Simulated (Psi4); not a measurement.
Two rigid molecules brought together: CO ··· H2S (SMILES [C-]#[O+] and S). Monomers: optimised at B3LYP-D3(BJ) (def2-TZVP), held rigid. Orientation: lowest of the rigid-body minima from ten starts at GFN2-xTB. Only R, the distance of the centres of mass, is varied, so the lowest point isn't the relaxed dimer.

Computed with: PBE/def2-TZVP, counterpoise-corrected (Psi4); PBE-D3(BJ)/def2-TZVP, counterpoise-corrected (Psi4); CCSD(T)/aug-cc-pVDZ = DF-CCSD(T)/aug-cc-pVDZ, frozen core, counterpoise-corrected run with Psi4.

Interaction energies in kJ/mol; the last columns give the difference from CCSD(T):

```json
[
 {"R / Å": "2.52", "PBE/def2-TZVP": "87.92", "PBE-D3(BJ)/def2-TZVP": "83.37", "CCSD(T)/aug-cc-pVDZ": "133.60", "PBE/def2-TZVP − CCSD(T)/aug-cc-pVDZ": "-45.68", "PBE-D3(BJ)/def2-TZVP − CCSD(T)/aug-cc-pVDZ": "-50.23"},
 {"R / Å": "2.75", "PBE/def2-TZVP": "43.70", "PBE-D3(BJ)/def2-TZVP": "38.99", "CCSD(T)/aug-cc-pVDZ": "72.15", "PBE/def2-TZVP − CCSD(T)/aug-cc-pVDZ": "-28.45", "PBE-D3(BJ)/def2-TZVP − CCSD(T)/aug-cc-pVDZ": "-33.16"},
 {"R / Å": "2.93", "PBE/def2-TZVP": "23.93", "PBE-D3(BJ)/def2-TZVP": "19.43", "CCSD(T)/aug-cc-pVDZ": "42.75", "PBE/def2-TZVP − CCSD(T)/aug-cc-pVDZ": "-18.81", "PBE-D3(BJ)/def2-TZVP − CCSD(T)/aug-cc-pVDZ": "-23.31"},
 {"R / Å": "3.16", "PBE/def2-TZVP": "9.82", "PBE-D3(BJ)/def2-TZVP": "5.77", "CCSD(T)/aug-cc-pVDZ": "20.35", "PBE/def2-TZVP − CCSD(T)/aug-cc-pVDZ": "-10.54", "PBE-D3(BJ)/def2-TZVP − CCSD(T)/aug-cc-pVDZ": "-14.58"},
 {"R / Å": "3.30", "PBE/def2-TZVP": "5.00", "PBE-D3(BJ)/def2-TZVP": "1.27", "CCSD(T)/aug-cc-pVDZ": "12.21", "PBE/def2-TZVP − CCSD(T)/aug-cc-pVDZ": "-7.20", "PBE-D3(BJ)/def2-TZVP − CCSD(T)/aug-cc-pVDZ": "-10.93"},
 {"R / Å": "3.60", "PBE/def2-TZVP": "-0.06", "PBE-D3(BJ)/def2-TZVP": "-3.08", "CCSD(T)/aug-cc-pVDZ": "2.90", "PBE/def2-TZVP − CCSD(T)/aug-cc-pVDZ": "-2.97", "PBE-D3(BJ)/def2-TZVP − CCSD(T)/aug-cc-pVDZ": "-5.98"},
 {"R / Å": "3.89", "PBE/def2-TZVP": "-1.56", "PBE-D3(BJ)/def2-TZVP": "-3.91", "CCSD(T)/aug-cc-pVDZ": "-0.43", "PBE/def2-TZVP − CCSD(T)/aug-cc-pVDZ": "-1.13", "PBE-D3(BJ)/def2-TZVP − CCSD(T)/aug-cc-pVDZ": "-3.48"},
 {"R / Å": "4.41", "PBE/def2-TZVP": "-1.58", "PBE-D3(BJ)/def2-TZVP": "-2.96", "CCSD(T)/aug-cc-pVDZ": "-1.48", "PBE/def2-TZVP − CCSD(T)/aug-cc-pVDZ": "-0.10", "PBE-D3(BJ)/def2-TZVP − CCSD(T)/aug-cc-pVDZ": "-1.48"},
 {"R / Å": "5.13", "PBE/def2-TZVP": "-0.81", "PBE-D3(BJ)/def2-TZVP": "-1.42", "CCSD(T)/aug-cc-pVDZ": "-0.90", "PBE/def2-TZVP − CCSD(T)/aug-cc-pVDZ": "0.09", "PBE-D3(BJ)/def2-TZVP − CCSD(T)/aug-cc-pVDZ": "-0.52"},
 {"R / Å": "6.12", "PBE/def2-TZVP": "-0.24", "PBE-D3(BJ)/def2-TZVP": "-0.45", "CCSD(T)/aug-cc-pVDZ": "-0.36", "PBE/def2-TZVP − CCSD(T)/aug-cc-pVDZ": "0.11", "PBE-D3(BJ)/def2-TZVP − CCSD(T)/aug-cc-pVDZ": "-0.10"},
 {"R / Å": "7.40", "PBE/def2-TZVP": "-0.08", "PBE-D3(BJ)/def2-TZVP": "-0.14", "CCSD(T)/aug-cc-pVDZ": "-0.13", "PBE/def2-TZVP − CCSD(T)/aug-cc-pVDZ": "0.05", "PBE-D3(BJ)/def2-TZVP − CCSD(T)/aug-cc-pVDZ": "-0.01"}
]
```

PBE/def2-TZVP is furthest from CCSD(T)/aug-cc-pVDZ at 2.52 (-45.68 kJ/mol, below); its mean absolute difference over the points is 10.47 kJ/mol.

PBE-D3(BJ)/def2-TZVP is furthest from CCSD(T)/aug-cc-pVDZ at 2.52 (-50.23 kJ/mol, below); its mean absolute difference over the points is 13.07 kJ/mol.
